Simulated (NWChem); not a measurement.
System: MoNH3S2O; SMILES [NH]=[Mo]([OH])(=[S])[SH]

NWChem input:

```
start job
memory heap 200 mb stack 900 mb global 1100 mb
geometry units angstroms noautoz
  Mo     0.185911    -0.108902     0.042985
  N      1.130058    -0.011442    -1.380058
  H      1.341192    -0.273445    -2.343410
  S     -1.308418    -1.592624    -0.157788
  O      1.261093    -0.439173     1.534808
  H      2.223020    -0.364618     1.524328
  S     -0.794741     2.007012     0.086604
  H     -1.701650     1.702141     1.045920
end
basis spherical
  Mo library def2-tzvp
  N library def2-tzvp
  H library def2-tzvp
  S library def2-tzvp
  O library def2-tzvp
end
ecp
  Mo library def2-ecp
end
dft
  xc hfexch
  iterations 150
  semidirect filesize 400000000
  mulliken
end
task dft energy
```

Coordinates come from a PBE0/def2-SVP optimisation. No frequency run checked for a minimum. def2 effective core potentials on Mo; no spin-orbit coupling.

Task: Predict the main results of this run. (Hartree-Fock/def2-TZVP with def2 effective core potentials on Mo.) Quantities: basis functions; energy (Ha); highest occupied level (eV); orbital gap (eV); dipole (D).

Result: 
| Quantity | Value |
|---|---|
| number of basis functions | 194 |
| energy (Ha) | -993.78 |
| highest occupied level (eV) | -9.89 |
| orbital gap (eV) | 10.46 |
| dipole (D) | 2.52 |
